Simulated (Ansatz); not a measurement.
A CCSD(T) single point on `[NH]=[V]([NH2])([F])[F]`.

```yaml
crystal:
  periodic: [false, false, false]
  atoms:
    - {symbol: N, position_ang: [-1.197973, 0.872909, 0.380207]}
    - {symbol: V, position_ang: [0.053329, 0.357721, -0.473950]}
    - {symbol: N, position_ang: [0.651500, -1.062640, 0.465015]}
    - {symbol: F, position_ang: [-0.427936, -0.124895, -2.077639]}
    - {symbol: F, position_ang: [1.288960, 1.580752, -0.591253]}
    - {symbol: H, position_ang: [-2.003803, 1.335119, 0.780487]}
    - {symbol: H, position_ang: [0.273667, -1.429839, 1.322827]}
    - {symbol: H, position_ang: [1.454356, -1.586226, 0.138507]}
basis:
  gaussian: {orbitals: def2-SVP}
correlation: {method: ccsd_t}
```

```sh
$ ansatz run in.yaml --threads 4 --pin off --events-out ev --progress --plain --max-ram 10444MiB
```

Log, shortened:

```
Functional definition: HF
1048 factors; integrals over basis functions are off by at most 1.0e-3 eV
mean field evaluation 1: about -34053.1035 eV, gradient 8.4e1 eV
mean field evaluation 2: about -34053.2430 eV, gradient 8.4e1 eV
mean field evaluation 4: about -34068.0029 eV, gradient 2.1e1 eV
mean field evaluation 8: about -34068.7539 eV, gradient 7.4e-1 eV
mean field evaluation 16: about -34068.7903 eV, gradient 4.1e-5 eV
mean field -34068.79030060 eV, -1252.0049508916 hartree, gradient 3.2e-6 eV, S^2 0.000000; 0 other end points of the search recorded, 0 dependent functions left out; unrestricted orbitals would lower it
unrestricted determinant -34069.99583975 eV, -1252.0492536383 hartree, S^2 0.8890
9 core orbitals not correlated: weight in the atoms' cores, before any rotation towards them, 1.000 or more for the frozen orbitals, at most 0.000 for the correlated occupied ones
reference -34068.79030060 eV, -1252.0049508916 hartree; 20, 20 occupied and 73, 73 virtual orbitals, 1048 factors
second order -33.34799418 eV of doubles, -0.00000000 eV of singles
cycle   1  -27.90162968 eV  change     5.4e0 eV  update   4.3e-1
cycle   2  -30.83275033 eV  change    -2.9e0 eV  update   4.7e-1
cycle   3  -31.23245467 eV  change   -4.0e-1 eV  update   5.6e-2
cycle   4  -31.27411912 eV  change   -4.2e-2 eV  update   3.2e-2
cycle   5  -31.26879047 eV  change    5.3e-3 eV  update   1.3e-2
cycle   6  -31.28455938 eV  change   -1.6e-2 eV  update   5.8e-3
cycle   7  -31.27899970 eV  change    5.6e-3 eV  update   3.8e-3
cycle   8  -31.27424239 eV  change    4.8e-3 eV  update   2.0e-3
cycle   9  -31.27482225 eV  change   -5.8e-4 eV  update   7.2e-4
cycle  10  -31.27531147 eV  change   -4.9e-4 eV  update   3.1e-4
cycle  11  -31.27525705 eV  change    5.4e-5 eV  update   1.5e-4
cycle  12  -31.27502875 eV  change    2.3e-4 eV  update   1.0e-4
cycle  13  -31.27514725 eV  change   -1.2e-4 eV  update   5.1e-5
cycle  14  -31.27516725 eV  change   -2.0e-5 eV  update   2.8e-5
perturbative correction -1.93792342 eV, -0.0712173722 hartree
Total energy: -34102.00339127 eV, -1253.2255094611 hartree
```

Run time 11 s (4 threads of an Arm Neoverse V2 on a shared host); peak host memory 0.52 GiB.

The correlation energy is -33.213 eV, 5.8 % of it from (T); the T1 diagnostic reads 0.0268.
